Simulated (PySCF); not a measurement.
## `[BH3-][N+](C)(C)C/C=N/C`, C5H15BN2

Cartesian coordinates in Å; atom numbers follow the order of the lines, from 1:
```xyz
23

B    -1.3210    1.2017   -1.0697
N    -1.1053   -0.0880   -0.0570
C    -2.3815   -0.3801    0.5892
C    -0.6804   -1.2520   -0.8277
C    -0.1145    0.1967    0.9921
C     1.2617    0.4588    0.4670
N     2.2110   -0.2918    0.8011
C     3.5378   -0.0357    0.3385
H    -2.2553    0.9262   -1.7569
H    -1.5329    2.1428   -0.3680
H    -0.3252    1.3216   -1.7123
H    -2.7206    0.4977    1.1346
H    -3.1226   -0.6126   -0.1715
H    -2.2911   -1.2251    1.2790
H    -1.4172   -1.4553   -1.6012
H    -0.5694   -2.1298   -0.1843
H     0.2720   -1.0406   -1.3078
H    -0.0569   -0.6496    1.6889
H    -0.4488    1.0880    1.5301
H     1.3732    1.3304   -0.1852
H     3.8975   -0.9311   -0.1700
H     4.1745    0.1266    1.2091
H     3.6100    0.8281   -0.3351
```

Method used: GIAO B97-2/pcSseg-0 magnetisability, rotational g tensor and spin-rotation constants, non-relativistic, gas phase (PySCF 2.14.0). Geometry: GFN2-xTB.

**Question.** What are the magnetisability and the molar susceptibility?

**Answer.** Isotropic -1376 × 10⁻³⁰ J/T², or -82.9 × 10⁻⁶ cm³/mol; principal values -1467, -1396, -1266 × 10⁻³⁰ J/T², anisotropy 176 × 10⁻³⁰ J/T² (root of half the summed squared differences of the principal values). The susceptibility is in cgs units.

**Question.** Split it along the inertial axes a, b, c into diamagnetic and paramagnetic parts about the centre of mass, with the quadrupole moment.

**Answer.** 
| axis | χ (10⁻⁶ cm³/mol) | diamagnetic (10⁻⁶ cm³/mol) | paramagnetic (10⁻⁶ cm³/mol) | summed x² of all electrons (Å²) | quadrupole Θ (D Å) |
| --- | --- | --- | --- | --- | --- |
| a | -78.8 | -447.3 | 368.5 | 265.9 | +6.67 |
| b | -82.2 | -1337.5 | 1255.3 | 56.1 | -11.74 |
| c | -87.7 | -1365.8 | 1278.2 | 49.4 | +5.07 |

Anisotropies 2χaa − χbb − χcc = +12.2 and 2χbb − χaa − χcc = +2.0 × 10⁻⁶ cm³/mol. Θ is traceless in Buckingham's convention.

**Question.** And the rotational g tensor?

**Answer.** 
| axis | rotational constant (GHz) | g | nuclear part | electronic part |
| --- | --- | --- | --- | --- |
| a | 4.1045 | -0.0438 | 0.6668 | -0.7106 |
| b | 1.0305 | -0.0041 | 0.6036 | -0.6077 |
| c | 1.0137 | -0.0062 | 0.6026 | -0.6087 |

Asymmetric top; isotopes 11B, 12C, 1H, 14N; no vibrational averaging.
